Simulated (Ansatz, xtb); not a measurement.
Species: MoH2, net charge 0, quintet state. The spin state was set by rule; other spins were not relaxed. 
Geometry from a B3LYP-D3(BJ)/def2-TZVP (Ansatz, a quantum-chemistry and plane-wave program) optimisation:
SMILES: [MoH2]
```xyz
3

Mo     0.0001    -0.0027    -0.0453
H      1.3883     0.0600     0.9546
H     -1.3935     0.0553     0.9474
```
Charge 0, spin multiplicity 5.

Harmonic wavenumbers from GFN2-xTB (xtb, at its own minimum), cm⁻¹: 748, 1827, 1845.

Question: Give the harmonic wavenumbers at B3LYP-D3(BJ)/def2-TZVP (Ansatz, finite differences of forces, unscaled).

Answer: 581, 1813, 1827 cm⁻¹. Zero-point energy 6.0 kcal/mol.

Question: From these and the geometry, give the ideal-gas thermochemistry at 298.15 K and 1 atm (rigid rotor, harmonic oscillator).

Answer: Point group C2v, rotational symmetry number 2. Rotational constants 256.9, 129.6, 86.14 GHz. S(trans) 39.66, S(rot) 14.00, S(vib) 0.49, S(elec, spin only) 3.20, S 57.3 cal/(mol K). H(298) - H(0) 2.48 kcal/mol; G - E(el) -8.6 kcal/mol.
